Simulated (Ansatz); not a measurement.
Cost and result for the atomization energy of C2H6BrNSi, SMILES `C[Si]1(Br)CN1` (11 atoms, 11 bonds).

Z-matrix (Å, degrees):
```
C
Si 1 1.851
H 1 1.092 2 109.7
H 1 1.092 2 110.7 3 -120.3
H 1 1.092 2 110.4 3 120.1
Br 2 2.212 1 109.7 3 177.4
C 2 1.822 1 123.2 3 21.4
N 2 1.695 1 123.5 3 -40.1
H 7 1.087 2 124.2 1 151.1
H 7 1.091 2 118.0 1 -1.9
H 8 1.007 2 132.0 1 -3.1
```

Charge 0, multiplicity 1. Correlated methods include outer-core shells of Br, which these sets cover unevenly. Scalar relativity is left out up to krypton. Geometry: relaxed with PBE0-D4/def2-TZVP. Program: Ansatz. All runs use 4 threads of an Arm Neoverse V1 on a shared host. Times are those of one run each, without the atoms' runs, and a repeat can differ threefold. Electronic energies, without spin–orbit coupling; frozen cores. CCSD(T)/CBS adds CCSD(T) − MP2 in def2-TZVPP to the MP2 limit, and its time is that of the two runs behind it. T1 = 0.010. With those shells the extrapolation isn't a true limit. B3LYP takes the VWN-RPA correlation (the form of Gaussian; ORCA's B3LYP/G). HSE06 is the plane-wave form, built on full-range PBE exchange.

CCSD(T)/CBS is a level of theory with its own doubt, some kJ/mol a heavy atom from the limit and from the frozen cores, so smaller differences don't rank the functionals.

```json
{"level": "B2PLYP/def2-TZVPP", "functions": "267", "atomization (kJ/mol)": "3945.7", "difference from CCSD(T)/CBS": "-54.5", "per bond": "-5.0"}
{"level": "ωB97X-V/def2-TZVPP", "functions": "267", "atomization (kJ/mol)": "4014.7", "difference from CCSD(T)/CBS": "14.5", "per bond": "1.3"}
{"level": "CCSD(T)/def2-TZVPP", "functions": "267", "atomization (kJ/mol)": "3878.6", "difference from CCSD(T)/CBS": "-121.6", "per bond": "-11.1"}
{"level": "PBE0-D4/def2-TZVPP", "functions": "267", "atomization (kJ/mol)": "4019.6", "difference from CCSD(T)/CBS": "19.4", "per bond": "1.8"}
{"level": "PBE-D4/def2-TZVPP (with forces)", "functions": "267", "atomization (kJ/mol)": "4084.8", "difference from CCSD(T)/CBS": "84.6", "per bond": "7.7"}
{"level": "CCSD(T)/def2-SVP", "functions": "122", "atomization (kJ/mol)": "3719.7", "difference from CCSD(T)/CBS": "-280.5", "per bond": "-25.5"}
{"level": "MP2/def2-QZVPP", "functions": "510", "atomization (kJ/mol)": "4019.3", "difference from CCSD(T)/CBS": "19.1", "per bond": "1.7"}
{"level": "HSE06-D4/def2-TZVPP", "functions": "267", "atomization (kJ/mol)": "4022.7", "difference from CCSD(T)/CBS": "22.5", "per bond": "2.0"}
{"level": "B3LYP-D4/def2-TZVPP (with forces)", "functions": "267", "atomization (kJ/mol)": "3991.3", "difference from CCSD(T)/CBS": "-8.9", "per bond": "-0.8"}
{"level": "PBE-QIDH/def2-TZVPP", "functions": "267", "atomization (kJ/mol)": "3982.2", "difference from CCSD(T)/CBS": "-18.0", "per bond": "-1.6"}
{"level": "r2SCANh-D4/def2-TZVPP", "functions": "267", "atomization (kJ/mol)": "3986.7", "difference from CCSD(T)/CBS": "-13.5", "per bond": "-1.2"}
{"level": "r2SCAN-D4/def2-TZVPP (with forces)", "functions": "267", "atomization (kJ/mol)": "4009.5", "difference from CCSD(T)/CBS": "9.3", "per bond": "0.8"}
{"level": "CCSD(T)/CBS(def2)", "functions": "–", "atomization (kJ/mol)": "4000.2", "difference from CCSD(T)/CBS": "0.0", "per bond": "0.0"}
```

**Question.** Order the runs by time, with rough figures. (Estimate.)

**Answer.** The calculation gave: PBE-D4/def2-TZVPP (with forces) 3.5 s; PBE0-D4/def2-TZVPP 4.9 s; HSE06-D4/def2-TZVPP 6 s; r2SCAN-D4/def2-TZVPP (with forces) 7.5 s; B3LYP-D4/def2-TZVPP (with forces) 8 s; r2SCANh-D4/def2-TZVPP 8.5 s; B2PLYP/def2-TZVPP 8.5 s; PBE-QIDH/def2-TZVPP 9 s; ωB97X-V/def2-TZVPP 12 s; CCSD(T)/def2-SVP 13 s; MP2/def2-QZVPP 36 s; CCSD(T)/def2-TZVPP 6.3 min; CCSD(T)/CBS(def2) 6.9 min.

From BLYP to BHLYP (50 % exact exchange), in def2-TZVPP and without D4, the atomization energy moves by −74.9 kJ/mol: exact exchange takes away binding that semilocal exchange gives to molecules. Leaving LDA and LC-ωPBE aside and taking each functional with its dispersion term where it has one, the values, not all of them listed here, spread over 202.7 kJ/mol, from BHLYP-D4 to PBE-D4. LDA lies +521.3 kJ/mol from PBE without D4, its usual overbinding. The D4 term adds +42.7 kJ/mol with B3LYP and +22.5 kJ/mol with PBE0; it sums over pairs of atoms, weighted by their polarisabilities, and B3LYP, whose exchange is more repulsive, gets the larger term.
